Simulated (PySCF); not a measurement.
**Telling isomers of C$_{5}$H$_{6}$Cl$_{2}$O$_{2}$ apart by NMR**

Level of theory: PBE0/pcSseg-1 with gauge-including orbitals, GFN2-xTB geometry, in PySCF (a single conformation, no relativistic terms, in vacuum, averaged over atoms made equivalent by symmetry, fast rotation or ring inversion).

References, each an isolated molecule treated in the same way: TMS for ¹H and ¹³C. Where no couplings were computed, multiplicities follow the n + 1 count of equivalent neighbours, and m marks all less simple cases (inequivalent or close neighbours, rings, F or P nearby). Shifts are as computed. Against solution values, carbons near 30 ppm lie about +3 ppm off and those near 130 ppm about +5 ppm; carbons on Cl a further +6 ppm. Of 1211 compounds with measured shifts, 218 miss one by over three times the rms of a fit or turn the order of signals round; such compounds aren't used in these exercises. Carbons bonded to Cl come out too deshielded.

(1) Tabulate the signals of `O=C1C[C@@H](Cl)[C@@H](Cl)CO1`, `C=C(C(=O)OC)C(Cl)Cl`, `CO/C(C(=O)Cl)=C(\C)Cl`, `CC(C)(C(=O)Cl)C(=O)Cl` and their relative energies.

(2) What is the quickest way to tell CO/C(C(=O)Cl)=C(\C)Cl from CC(C)(C(=O)Cl)C(=O)Cl?

(3) What is the quickest way to tell O=C1C[C@@H](Cl)[C@@H](Cl)CO1 from CC(C)(C(=O)Cl)C(=O)Cl?

(4) What is the quickest way to tell C=C(C(=O)OC)C(Cl)Cl from CO/C(C(=O)Cl)=C(\C)Cl?

Answers

(1) 
| SMILES | carbon types | δC | δH | E rel. (kcal/mol) |
| --- | --- | --- | --- | --- |
| O=C1C[C@@H](Cl)[C@@H](Cl)CO1 | 1×C 2×CH 2×CH2 | 167.2, 74.0, 66.9, 62.1, 39.7 | 4.78 (m, 1H), 4.52 (m, 1H), 4.21 (m, 1H), 4.19 (m, 1H), 3.34 (m, 1H), 2.91 (m, 1H) | 1.1 |
| C=C(C(=O)OC)C(Cl)Cl | 2×C 1×CH 1×CH2 1×CH3 | 170.8, 153.0, 144.1, 78.2, 54.8 | 7.24 (m, 1H), 7.21 (m, 1H), 7.02 (s, 1H), 4.06 (s, 3H) | 21.0 |
| CO/C(C(=O)Cl)=C(\C)Cl | 3×C 2×CH3 | 170.8, 159.6, 151.0, 62.3, 25.7 | 3.77 (s, 3H), 2.46 (s, 3H) | 31.8 |
| CC(C)(C(=O)Cl)C(=O)Cl | 3×C 2×CH3 | 183.1, 70.5, 25.7 | 1.61 (s, 6H) | 0.0 |

Energies are electronic energies at PBE0/pcSseg-1 on these geometries, without zero-point or thermal terms, each for the one conformer computed, which needn't be the lowest.

(2) Count the carbon signals: 5 against 3. The first has a methyl carbon bonded to O (CH3) at 62.3 ppm, the second a quaternary sp3 carbon α to a carbonyl (C) at 70.5 ppm. Their most deshielded carbons lie at 170.8 and 183.1 ppm. In the proton spectra the most deshielded non-exchanging signals are 3.77 (s, 3H) and 1.61 (s, 6H).

(3) Count the carbon signals: 5 against 3. The first has an sp3 CH2 bonded to O at 74.0 ppm, the second a quaternary sp3 carbon α to a carbonyl (C) at 70.5 ppm. Their most deshielded carbons lie at 167.2 and 183.1 ppm. In the proton spectra the most deshielded non-exchanging signals are 4.78 (m, 1H) and 1.61 (s, 6H).

(4) Both give the same number of carbon signals, but DEPT or the intensities differ. The first has a β carbon of a C=C–C=O unit (CH2) at 144.1 ppm, the second an allylic methyl carbon (CH3) at 25.7 ppm. Their most deshielded carbons lie at 170.8 and 170.8 ppm. In the proton spectra the most deshielded non-exchanging signals are 7.24 (m, 1H) and 3.77 (s, 3H).
